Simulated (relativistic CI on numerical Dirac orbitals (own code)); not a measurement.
# Transition arrays of Sm18+

Calculated at this level of theory: Dirac-Coulomb-Breit CI, KLI orbitals optimised for each configuration, a model potential for QED, valence Slater integrals scaled by 0.9, whole transition arrays (own radial code, finite nucleus).

Configuration list (outside the closed core [Ar] 3d10 4s2): 4p6 4d8, 4p6 4d7 4f, 4p5 4d9, 4p6 4d7 5p, 4p6 4d7 5f. Levels of other configurations are missing.

All E1 lines from the levels of 4p6 4d8; mean and standard deviation are weighted by gf, and upper levels are sorted by their leading configuration.

| Upper configuration | Lines | Σgf | Mean (eV) | Mean (nm) | σ (eV) | Strongest line (nm) |
| --- | --- | --- | --- | --- | --- | --- |
| 4p6 4d7 4f | 743 | 367.8 | 170.19 | 7.285 | 3.72 | 7.243 |
| 4p5 4d9 | 38 | 2.0 | 119.74 | 10.355 | 2.77 | 10.241 |
| 4p6 4d7 5p | 466 | 34.9 | 209.14 | 5.928 | 3.46 | 5.967 |
| 4p6 4d7 5f | 721 | 30.5 | 311.63 | 3.979 | 3.64 | 3.945 |

Σgf per state of the lower configuration in bins of 0.1 nm over the central range (centre: value): 3.95: 0.40, 4.05: 0.25, 5.75: 0.04, 5.85: 0.20, 5.95: 0.39, 6.05: 0.10, 6.85: 0.06, 6.95: 0.11, 7.05: 0.16, 7.15: 0.99, 7.25: 3.23, 7.35: 3.33, 7.45: 0.13.

**Question.** How do configuration mixing and the scaling of the Slater integrals move the arrays?

**Answer.** Slater scale 0.9, no configuration mixing: 4p6 4d7 4f 166.8 ± 5.6 eV (Σgf 302.0), 4p5 4d9 141.0 ± 13.1 eV (Σgf 42.5), 4p6 4d7 5p 209.4 ± 3.4 eV (Σgf 42.9), 4p6 4d7 5f 311.4 ± 3.6 eV (Σgf 38.1); Slater scale 1: 4p6 4d7 4f 173.5 ± 3.8 eV (Σgf 376.6), 4p5 4d9 118.3 ± 2.9 eV (Σgf 1.8), 4p6 4d7 5p 209.2 ± 3.7 eV (Σgf 33.5), 4p6 4d7 5f 311.7 ± 3.8 eV (Σgf 30.3); Slater scale 0.8: 4p6 4d7 4f 166.8 ± 3.7 eV (Σgf 359.0), 4p5 4d9 121.1 ± 2.6 eV (Σgf 2.3), 4p6 4d7 5p 209.1 ± 3.3 eV (Σgf 36.2), 4p6 4d7 5f 311.5 ± 3.5 eV (Σgf 30.6). With mixing, levels are counted to their leading configuration, so an array can shrink or vanish into another, and the sums then hold other lines.
